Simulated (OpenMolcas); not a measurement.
A calculation on Pd2+.

| Property | Result |
| --- | --- |
| Program | OpenMolcas |
| Method | MS-CASPT2, IPEA 0.25 Eh, imaginary shift 0.1 Eh (closed shells correlated: 4s 4p) |
| Basis | ANO-RCC-VTZP [7s6p4d2f1g] |
| Scalar Hamiltonian | DKH2, point nucleus |
| Active space | 8 electrons in 6 orbitals (4d 5s) |
| State averaging | 2S+1 = 5 even, 10 roots; 2S+1 = 3 even, 55 roots; 2S+1 = 1 even, 43 roots |
| Spin-orbit coupling | RASSI with atomic mean-field integrals over the reference wave functions, term energies averaged over their components |

Task: Which level of the active space comes out lowest?

Result: 4d8 3F4, with 99 % of that term; it is also the measured ground level.

Task: How high does 4d7 5s 5F3 lie?

Result: 58760 cm-1 above the lowest level; measured 56742 cm-1 above the ground level, so the calculation is off by +4 %.

Task: How high does 4d7 5s 5F5 lie?

Result: 55070 cm-1 above the lowest level; measured 52916 cm-1 above the ground level, so the calculation is off by +4 %.

Task: How high does 4d8 3F2 lie?

Result: 4720 cm-1 above the lowest level; measured 4687 cm-1 above the ground level, so the calculation is off by +1 %.

Task: The level at 14370 cm-1 has J = 2. What is it made of, and what is its g factor?

Result: 50 % 4d8 1D2, 46 % 4d8 3P, 4 % 4d8 3F; g = 1.217, against 1.000 from Landé's formula for the pure leading term.

Measured values: Moore, Atomic Energy Levels, vol. III, NSRDS-NBS 35 (1971 reprint of NBS Circular 467, 1958).

CASPT2 breaks the degeneracy within a term, and the mean is taken; among the terms shown or strongly mixed into the levels shown the widest spread is 1200 cm-1 (4d8 3F). A single d shell beside an s shell can misplace configurations of different d count against each other. Computed and measured levels are paired by configuration, term and J; levels that our copy of the source lacks, or whose pairing is in doubt (as where it misses far off the trend of its configuration), stay unpaired and out of the deviations. Levels of configurations outside the active space are missing.
